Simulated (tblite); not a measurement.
Species: C₂H₈N₂Si₂.
Atom-mapped SMILES: `[N:1]#[C:2][SiH2:3][CH2:4][SiH2:5][NH2:6]` (hydrogens: H7, H8 on Si3; H9, H10 on C4; H11, H12 on Si5; H13, H14 on N6)

Structure optimised with GFN2-xTB, isolated species.

(1) List the bond lengths, angles and torsions at this level.

## Answers

(1) 
| bond | length (bohr) |
| --- | --- |
| N1≡C2 | 2.166 |
| C2–Si3 | 3.537 |
| Si3–C4 | 3.576 |
| C4–Si5 | 3.609 |
| Si5–N6 | 3.256 |
| Si3–H7, Si3–H8 | 2.773 |
| C4–H9, C4–H10 | 2.060 |
| Si5–H11, Si5–H12 | 2.774 |
| N6–H13, N6–H14 | 1.905 |

Bonds in one row agree within 0.02 bohr and their mean is given. A selection of angles:
| angle | degrees |
| --- | --- |
| N1–C2–Si3 | 178.3 |
| C2–Si3–C4 | 108.1 |
| C2–Si3–H7 | 105.6 |
| C4–Si3–H7 | 113.3 |
| H7–Si3–H8 | 111.4 |
| Si3–C4–Si5 | 117.0 |
| Si3–C4–H9 | 109.2 |
| Si3–C4–H10 | 107.8 |
| Si5–C4–H9 | 107.6 |
| Si5–C4–H10 | 108.8 |
| H9–C4–H10 | 105.8 |
| C4–Si5–N6 | 106.8 |
| C4–Si5–H11 | 108.1 |
| C4–Si5–H12 | 110.7 |
| N6–Si5–H11 | 116.2 |
| N6–Si5–H12 | 105.1 |
| H11–Si5–H12 | 109.9 |
| Si5–N6–H13 | 118.2 |
| H13–N6–H14 | 109.1 |

Torsions: C2–Si3–C4–Si5 37° (synclinal); Si3–C4–Si5–N6 41° (synclinal). The mirror-image conformer, all signs reversed, is as good.

Of the pairs four or more bonds apart, Si3···H13 is among the closest relative to their van der Waals radii: 3.13 Å, 95 % of the sum of Bondi's values. The C–Si distances run from 1.872 Å (C2–Si3, drawn single) to 1.910 Å (C4–Si5, drawn single), a spread of 0.038 Å. Si5 (SiH2 silicon) is distorted tetrahedral (angles from 105.1° to 116.2°). Si3 (SiH2 silicon) is distorted tetrahedral (angles from 104.7° to 113.3°). N6 (silicon-bound nitrogen) is pyramidal (angles 118.2°, 117.6° and 109.1°, sum 344.9°, 0.27 Å off the plane of its three neighbours).

Point group: C1 (no symmetry element, even within 0.4 Å). Its GFN2-xTB frequencies are all real (lowest 23 cm⁻¹). One conformer, not necessarily the lowest (C2–Si3–C4–Si5 37°, Si3–C4–Si5–N6 41°, C4–Si5–N6–H -58° and 168°).

On Arm Neoverse N1, one thread, shared host, this took 1.4 s wall. That covers the optimisation of the geometry.

The numbers are calculated, not measured.
